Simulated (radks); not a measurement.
All-electron atom: the europium ion Eu+ in [Xe] 4f4.5 5d0.5 6s1 6p2 (fractional occupations, a model configuration). Calculated with a radial shooting solver on a logarithmic mesh with Libxc functionals: scalar-relativistic Kohn-Sham, LDA (Slater exchange, Perdew-Wang correlation), spin-polarised, spherical densities, finite nucleus; open shells are filled with parallel spins first (spin-orbit coupling, left out, can overturn this in heavy ions); Fermi nuclear charge, rms radius 5.1115 fm. Some entries of the table are withheld. Estimate them.

| orbital | occ. | eigenvalue (Ry) | r(max) (bohr) |
|---|---|---|---|
| 1s up | 1 | -3553.483 | 0.01421 |
| 1s down | 1 | -3553.480 | 0.01421 |
| 2s up | 1 | -585.6739 | 0.08063 |
| 2s down | 1 | -585.6651 | 0.08063 |
| 2p up | 3 | -522.3588 | 0.06515 |
| 2p down | 3 | -522.3514 | 0.06515 |
| 3s up | 1 | -130.9725 | 0.2292 |
| 3s down | 1 | -130.8301 | 0.2291 |
| 3p up | 3 | -111.2620 | 0.2247 |
| 3p down | 3 | -111.1206 | 0.2246 |
| 3d up | 5 | -84.80416 | 0.1838 |
| 3d down | 5 | -84.69242 | 0.1837 |
| 4s up | 1 | -28.05549 | 0.5266 |
| 4s down | 1 | -27.74101 | 0.5265 |
| 4p up | 3 | -21.53025 | 0.5491 |
| 4p down | 3 | -21.21943 | 0.5490 |
| 4d up | 5 | -12.42315 | 0.5702 |
| 4d down | 5 | -12.11857 | 0.5701 |
| 5s up | 1 | -5.02356 | 1.192 |
| 5s down | 1 | -4.85062 | 1.200 |
| 5p up | 3 | -3.30581 | 1.331 |
| 5p down | 3 | -3.15839 | 1.342 |
| 4f up | 4.5 | (1) | 0.5709 |
| 4f down | 0 | (2) | 0.5726 |
| 5d up | 0.5 | (3) | 1.726 |
| 5d down | 0 | (4) | 1.734 |
| 6s up | 1 | -1.01402 | 2.905 |
| 6s down | 0 | -0.85915 | 2.902 |
| 6p up | 2 | -0.66156 | (5) |
| 6p down | 0 | -0.52209 | (6) |

Answer. 
(1) 4f up eigenvalue (Ry): -2.51492
(2) 4f down eigenvalue (Ry): -2.23169
(3) 5d up eigenvalue (Ry): -1.21045
(4) 5d down eigenvalue (Ry): -1.08135
(5) 6p up r(max) (bohr): 3.499
(6) 6p down r(max) (bohr): 3.595
